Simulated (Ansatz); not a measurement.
Frontier orbitals of CH$_{5}$AlSSi.

Cartesian coordinates in Å:
```
Al -1.349 0.181 0.886
C -0.387 -0.205 -0.778
Si 1.370 0.198 -0.554
S 0.467 -1.396 0.534
H -2.688 -0.607 1.191
H -0.843 1.447 1.696
H -0.717 -0.761 -1.651
H 2.382 -0.258 -1.530
H 1.765 1.400 0.206
```

Total charge 0; spin multiplicity 1. The bonds changed during the relaxation, so this is another structure than the one it started from. All single points use the PBE0-D4/def2-TZVP geometry. Basis def2-TZVPP, Ansatz 0.2.0.

Orbital energies of one run (eV). Highest occupied ones, from the top: -6.50, -6.84, -7.32, -7.87, -8.45, -9.20, -10.26, -11.29, -13.27, -15.08, -20.05, -68.21, -68.26, -68.41. Empty: -1.97, -1.85, -1.00, -0.48, -0.22, 0.05.

Task: Which functional gave them?
A. HSE06 (plane-wave form)
B. LDA (SPW92)
C. CAM-B3LYP
D. B3LYP

Result: B. HOMO energies: LDA (SPW92) -6.50, CAM-B3LYP -8.80, B3LYP -7.28, HSE06 -7.13 eV.

B3LYP here is the variant with VWN-RPA as its local correlation; programs differ in this.
